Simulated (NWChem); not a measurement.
# Electron attachment to F4Sn

```xyz
5

F      0.0000    -1.5745     1.1134
Sn     0.0000     0.0000     0.0000
F      0.0000     1.5745     1.1134
F      1.5745     0.0000    -1.1134
F     -1.5745     0.0000    -1.1134
```
Charge 0, spin multiplicity 1.

Program: NWChem. The geometry was optimised at PBE/def2-SVP with def2 effective core potentials on Sn, a minimum by its harmonic frequencies.

Basis set: def2-SVPD. The species with one electron more has spin multiplicity 2 and keeps the geometry of the parent. Δ marks differences of total energies (open shells unrestricted). −ε marks an orbital energy of the parent. That orbital need not have the symmetry of the hole or added electron in the Δ rows. The basis adds only a small set of diffuse functions.

Effective core potentials replace the inner electrons of Sn; spin-orbit coupling is left out. B3LYP has NWChem's definition, with VWN1-RPA local correlation. The structure started from a generated list of species. No SCF solution was tested for a lower state.

Problem. For the vertical electron affinity, −ε(LUMO) of HF gives 0.57 eV and −ε(LUMO) of BHandHLYP gives 3.50 eV. What do −ε(LUMO) of B3LYP, −ε(LUMO) of PBE, ΔB3LYP give?

Solution. −ε(LUMO) of B3LYP: 4.83 eV; −ε(LUMO) of PBE: 5.42 eV; ΔB3LYP: 2.39 eV.
